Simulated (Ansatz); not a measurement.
Reactions of `B[SiH2][SiH2][SiH3]`.

Isolated molecules relaxed with PBE0-D4/def2-TZVP in Ansatz; ΔE leaves out vibrations. CCSD(T)/CBS is the MP2 limit (def2-TZVPP, def2-QZVPP) plus CCSD(T) − MP2 in def2-TZVPP, frozen cores. This one scheme is used for every species. For Ge outer-core shells are correlated without core-valence functions, which leaves a few kJ/mol of doubt a bond. Scalar relativity is left out up to krypton. Each species was taken in one conformer, which may not be the lowest.

Order these by ΔE at CCSD(T)/CBS, lowest first. (An estimate is asked.)
A. `B[SiH2][SiH2][SiH3]` + `C=O` → `O=C[SiH2][SiH2][SiH3]` + BH₃
B. `B[SiH2][SiH2][SiH3]` + `C[CH2][AlH][OH]` → `C[CH2][AlH][O][SiH3]` + `B[SiH2][SiH3]`
C. `B[SiH2][SiH2][SiH3]` + `C=CN[SiH3]` → `BN([SiH3])C=C` + trisilane
D. `B[SiH2][SiH2][SiH3]` + `[SiH3][GeH2][SiH3]` → `[SiH3][SiH2][SiH2][SiH2][GeH2][SiH3]` + BH₃
E. `B[SiH2][SiH2][SiH3]` + `NCCN` → `BNCCN` + trisilane
F. `B[SiH2][SiH2][SiH3]` + CH₃OH → `B[SiH2]OC` + disilane

E (-176.4 kJ/mol), C (-151.5 kJ/mol), B (-101.0 kJ/mol), F (-68.0 kJ/mol), D (-29.2 kJ/mol), A (+7.5 kJ/mol).

Largest T1 diagnostic: 0.016, for `O=C[SiH2][SiH2][SiH3]`.
